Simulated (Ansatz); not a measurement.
Basis-set extrapolation for Cl$_{2}$H$_{2}$SSi (`S[SiH](Cl)Cl`) (PBE0-D4/def2-TZVP geometry, frozen core, Ansatz). Multiplicity 1, RHF reference.

```json
{"": "HF", "def2-TZVPP": "-1606.817632", "def2-QZVPP": "-1606.863459"}
{"": "MP2 correlation", "def2-TZVPP": "-0.672552", "def2-QZVPP": "-0.738440"}
{"": "CCSD(T) correlation", "def2-TZVPP": "-0.760630", "def2-QZVPP": "not run"}
```

Energies in hartree. Use E(X) = E(∞) + A·exp(−7.88·√X) for Hartree–Fock and E(X) = E(∞) + B·X^(−2.97) for correlation, with X = 3 and 4, and add CCSD(T) minus MP2 of the smaller set to the MP2 limit.

Problem. What is the CCSD(T) energy at the basis-set limit?

Solution. HF limit: -1606.863459 + (-0.045827) × 0.13774 = -1606.86977. MP2 limit: -0.738440 + (-0.065888) × 0.74074 = -0.78725. Higher-order term: -0.760630 − (-0.672552) = -0.08808. Total: -1607.74510 hartree, 4.54 eV below CCSD(T)/def2-TZVPP.
